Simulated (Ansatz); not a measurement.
Consider the redistribution: `[SiH3][CH]1[CH2][GaH]1` + `CNB(C)C` → `CB(C)N[SiH3]` + `C[CH]1[CH2][GaH]1`.

Calculated with Ansatz (gas phase, PBE0-D4/def2-TZVP geometries, no zero-point term in ΔE). CCSD(T)/CBS is the MP2 limit (def2-TZVPP, def2-QZVPP) plus CCSD(T) − MP2 in def2-TZVPP, frozen cores. DFT in def2-TZVPP. For Ga outer-core shells are correlated without core-valence functions, which leaves a few kJ/mol of doubt a bond. Scalar relativity is left out up to krypton. Each species was taken in one conformer, which may not be the lowest.

```tsv
level	ΔE (kJ/mol)
ωB97X-V	-33.6
PBE	8.8
SCS-MP2/def2-TZVPP	-37.5
CCSD(T)/def2-TZVPP	-23.1
```

Q: What does CCSD(T)/CBS give? (Estimate.)

A: The calculation gave: -16.0 kJ/mol. The listed levels differ from it by -17.6, 24.8, -21.5, -7.1 kJ/mol.

Largest T1 diagnostic among the species: 0.017.

From PBE to PBE0 (25 % exact exchange), in def2-TZVPP and without D4, ΔE moves by −19.0 kJ/mol. The D4 term adds +4.1 kJ/mol with B3LYP and +1.9 kJ/mol with PBE0; it sums over pairs of atoms, weighted by their polarisabilities, and B3LYP, whose exchange is more repulsive, gets the larger term.

B3LYP here is the variant with VWN-RPA as its local correlation; programs differ in this.
